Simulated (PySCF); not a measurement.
C₄H₁₀O₂, SMILES C(OC)COC. Geometry optimised at PBE0-D3(BJ)/def2-SVP. The values are those of a single conformer.

Question: Give the equilibrium geometry at PBE0-D3(BJ)/def2-SVP (PySCF confirms it by a frequency run) as bond lengths and angles, and its point group. (The exact figures need the calculation; the answer reports its results.)

Answer: One answer among several that fit: point group C2.
Atoms: C1 O2 C3 C4 O5 C6 H7 H8 H9 H10 H11 H12 H13 H14 H15 H16. Bonds (Å): C1–O2 1.391, C1–H7 1.110, C1–H8 1.099, C1–H9 1.109, O2–C3 1.394, C3–C4 1.505, C3–H10 1.111, C3–H11 1.110, C4–O5 1.394, C4–H12 1.111, C4–H13 1.110, O5–C6 1.391, C6–H14 1.110, C6–H15 1.109, C6–H16 1.099. Angles (°): O2–C1–H7 112.2, O2–C1–H8 108.0, O2–C1–H9 112.1, H7–C1–H8 108.4, H7–C1–H9 107.6, H8–C1–H9 108.4, C1–O2–C3 113.4, O2–C3–C4 109.8, O2–C3–H10 111.0, O2–C3–H11 111.1, C4–C3–H10 109.0, C4–C3–H11 108.8, H10–C3–H11 107.2, C3–C4–O5 109.8, C3–C4–H12 109.0, C3–C4–H13 108.8, O5–C4–H12 111.0, O5–C4–H13 111.1, H12–C4–H13 107.2, C4–O5–C6 113.4, O5–C6–H14 112.2, O5–C6–H15 112.1, O5–C6–H16 108.0, H14–C6–H15 107.6, H14–C6–H16 108.4, H15–C6–H16 108.4.
